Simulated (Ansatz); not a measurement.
`CNB(C)[SiH3]` + H₂ → `CBNC` + SiH₄ at 400 K and 1 bar (hydrogenolysis of a B–Si bond).

Isolated molecules relaxed with PBE0-D4/def2-TZVP in Ansatz; ΔE leaves out vibrations. CBS: MP2 limit from def2 TZ/QZ plus the TZ coupled-cluster correction, frozen cores. This one scheme is used for every species. One conformer a species, not always the lowest.

```json
{"species": "`CNB(C)[SiH3]`", "CCSD(T)/CBS energy (Eh)": "-450.73419", "H − E (kJ/mol)": "357.7", "S (J/(mol·K))": "417.5"}
{"species": "H₂", "CCSD(T)/CBS energy (Eh)": "-1.17544", "H − E (kJ/mol)": "38.0", "S (J/(mol·K))": "139.0"}
{"species": "`CBNC`", "CCSD(T)/CBS energy (Eh)": "-160.46148", "H − E (kJ/mol)": "304.2", "S (J/(mol·K))": "336.8"}
{"species": "SiH₄", "CCSD(T)/CBS energy (Eh)": "-291.46306", "H − E (kJ/mol)": "96.9", "S (J/(mol·K))": "218.6"}
```

H − E and S are ideal-gas, rigid-rotor, harmonic terms from PBE0-D4/def2-TZVP, for one conformer and one mirror image of each species. The MP2-based limit puts H₂ 0.8 mEh under its directly extrapolated value; such offsets cancel only in part. 1 Eh = 2625.50 kJ/mol, R = 8.31446 J/(mol·K).

Problem. By hand: ΔE, ΔH, ΔS and ΔG.

Solution. ΔE = (-160.46148) + (-291.46306) − (-450.73419) − (-1.17544) = -0.01491 Eh = -39.1 kJ/mol. Δ(H − E) = 304.2 + 96.9 − 357.7 − 38.0 = 5.4, so ΔH = -33.7 kJ/mol. ΔS = 336.8 + 218.6 − 417.5 − 139.0 = -1.1 J/(mol·K). ΔG = -33.7 − 400 × (-1.1)/1000 = -33.3 kJ/mol.

Problem. By hand: the equilibrium constant, and the temperature at which ΔG would vanish if ΔH and ΔS stayed fixed.

Solution. log₁₀ K = −ΔG/(RT ln 10) = 4.3. ΔG = 0 at ΔH/ΔS = 30636 K, far beyond where these terms or the molecules hold.

The number of gas molecules stays the same, so ΔS is small and ΔH decides. A doubt of 5 kJ/mol in ΔE shifts log₁₀ K by 0.7 here. Other conformers and mirror images would add mixing entropy, several J/(mol·K) or more a flexible species. Modes under 60 cm⁻¹, often nearly free rotors, make the harmonic entropy too high. These are equilibria of isolated gas molecules and say nothing of rates. Largest T1 diagnostic: 0.013 (customary marks: 0.02 for closed shells, 0.045 for open ones).
